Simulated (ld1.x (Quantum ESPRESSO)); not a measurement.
**u(r) = r·R(r): atom against pseudo-atom (Sr)**

Columns: radius, all-electron u(r) and pseudo u(r) of the 4s shell (level -40.87 eV) of strontium in the configuration [Ar] 3d10 4s2 4p6 4d0 5s2 5p0; PBEsol, scalar-relativistic, PAW scheme, ld1.x (Quantum ESPRESSO) 7.5.

| r (bohr) | all-electron | pseudo |
| --- | --- | --- |
| 0.182 | -0.1109 | -0.3547 |
| 0.365 | 0.5118 | -0.6733 |
| 0.548 | 0.1483 | -0.9220 |
| 0.730 | -0.4197 | -1.0805 |
| 0.912 | -0.8037 | -1.1451 |
| 1.095 | -0.9682 | -1.1246 |
| 1.277 | -0.9738 | -1.0389 |
| 1.460 | -0.8896 | -0.9128 |
| 1.642 | -0.7667 | -0.7724 |
| 1.825 | -0.6349 | -0.6353 |
| 2.007 | -0.5123 | -0.5123 |
| 2.190 | -0.4048 | -0.4048 |
| 2.372 | -0.3157 | -0.3157 |
| 2.555 | -0.2432 | -0.2432 |
| 2.738 | -0.1859 | -0.1859 |
| 2.920 | -0.1414 | -0.1414 |
| 3.102 | -0.1071 | -0.1071 |
| 3.285 | -0.0807 | -0.0807 |
| 3.468 | -0.0606 | -0.0606 |
| 3.650 | -0.0455 | -0.0455 |
| 3.832 | -0.0341 | -0.0341 |
| 4.015 | -0.0254 | -0.0254 |
| 4.198 | -0.0189 | -0.0189 |
| 4.380 | -0.0141 | -0.0141 |
| 4.562 | -0.0105 | -0.0105 |
| 4.745 | -0.0078 | -0.0078 |

Task: How many radial nodes do the two functions have?

Result: The all-electron 4s function has n − l − 1 = 3 (the table is too coarse to show those close to the nucleus); the pseudo-wave has 0, since the states of the same l below it are removed with the core.

Task: At about which radius was the pseudo-wave matched?

Result: 1.95 bohr, where the columns begin to agree (steps of 0.18 bohr).

Task: Is the pseudo-wave norm-conserving?

Result: No, it belongs to a PAW set: the norm inside the radius is not constrained, and the difference is carried by the augmentation charge.
